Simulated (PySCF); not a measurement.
Species: C₅H₃O₄ (charge -1).
SMILES: `O=C(O)c1ccoc1[O-]`

A PySCF run (density fitting, gas phase, GFN2-xTB geometry) gave HOMO -0.20 eV, LUMO 4.73 eV.

**Question.** Which of these levels was it?
A. PW91/def2-SVP
B. B3LYP/6-31G
C. WP04/Sadlej pVTZ

**Answer.** B. It is B3LYP/6-31G. All candidates on this geometry:

```csv
level and settings,kind,basis functions,SCF cycles,E (Eh),HOMO (eV),LUMO (eV)
"PW91/def2-SVP, fitting basis def2-universal-jkfit, energy threshold 1e-06 Eh",GGA,141,11,-492.7831,0.58,4.10
WP04/Sadlej pVTZ,global hybrid fitted to proton shifts,243,17,-503.6849,-2.14,2.14
B3LYP/6-31G,global hybrid,87,15,-493.1129,-0.20,4.73
```

The nearest other candidate, by the summed differences of HOMO and LUMO, is PW91/def2-SVP: its HOMO differs by +0.78 eV and its LUMO by -0.63 eV. Cycle counts include a coarse-grid stage where the run had one. WP04 was designed for NMR shieldings or shifts; total energies of different functionals aren't comparable. The HOMO energy is positive at PW91/def2-SVP; such an orbital is held in place by the finite basis.

Conformer computed: `[O:1]=[C:2]([OH:3])[c:4]1[cH:5][cH:6][o:7][c:8]1[O-:9]`: O1–C2–C4–C5 0°, H–O3–C2–O1 0°.
